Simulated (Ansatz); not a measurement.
`BOC` + `F[SiH2]Cl` → `B[SiH](F)Cl` + CH₃OH  (formal exchange of groups at a B–O bond)

Isolated molecules relaxed with PBE0-D4/def2-TZVP in Ansatz; ΔE leaves out vibrations. CCSD(T)/CBS adds triple-zeta CCSD(T) − MP2 to the extrapolated MP2 energy (def2 sets, frozen cores). This one scheme is used for every species. Functionals use def2-TZVPP. B3LYP here is the variant with VWN-RPA as its local correlation; programs differ in this.

`BOC`:

Z-matrix (Å, degrees):
```
C
O 1 1.413
H 1 1.092 2 108.8
H 1 1.092 2 108.9 3 118.3
H 1 1.094 2 111.3 3 -120.8
B 2 1.339 1 122.3 3 121.0
H 6 1.196 2 116.9 1 180.0
H 6 1.204 2 120.2 1 0.0
```

`F[SiH2]Cl`:

Z-matrix (Å, degrees):
```
Si
F 1 1.589
Cl 1 2.036 2 108.8
H 1 1.475 2 108.3 3 -118.2
H 1 1.475 2 108.3 3 118.2
```

`B[SiH](F)Cl`:

```xyz
7

B    -0.682   -0.007    1.017
Si    0.542    0.159   -0.553
F     1.994   -0.456   -0.305
Cl   -0.439   -1.020   -1.926
H    -1.635    0.706    1.107
H    -0.532   -0.873    1.824
H     0.752    1.491   -1.164
```

CH₃OH:

```xyz
6

C     0.252   -0.230   -0.103
O    -0.431    1.001   -0.033
H     1.100   -0.087   -0.773
H    -0.374   -1.032   -0.513
H     0.638   -0.550    0.872
H    -1.185    0.898    0.551
```

```
             level  ΔE (kJ/mol)
         revPBE-D4        164.2
          B3LYP-D4        177.2
              BLYP        179.2
             B3LYP        179.5
             BHLYP        181.4
           LC-ωPBE        172.4
CCSD(T)/def2-TZVPP        177.3
    MP2/def2-QZVPP        181.9
```

(1) What does CCSD(T)/CBS give? (Estimate.)

Largest T1 diagnostic among the species: 0.014.

Results:

(1) The calculation gave: +174.6 kJ/mol. The listed levels differ from it by -10.4, 2.6, 4.6, 4.9, 6.8, -2.2, 2.7, 7.3 kJ/mol.

At CCSD(T), def2-SVP lies +22.0 kJ/mol from the extrapolated value and def2-TZVPP +2.7 kJ/mol. Leaving LDA and LC-ωPBE aside and taking each functional with its dispersion term where it has one, the values, not all of them listed here, spread over 18.8 kJ/mol, from revPBE-D4 to CAM-B3LYP-D4. LDA lies +12.7 kJ/mol from PBE without D4.
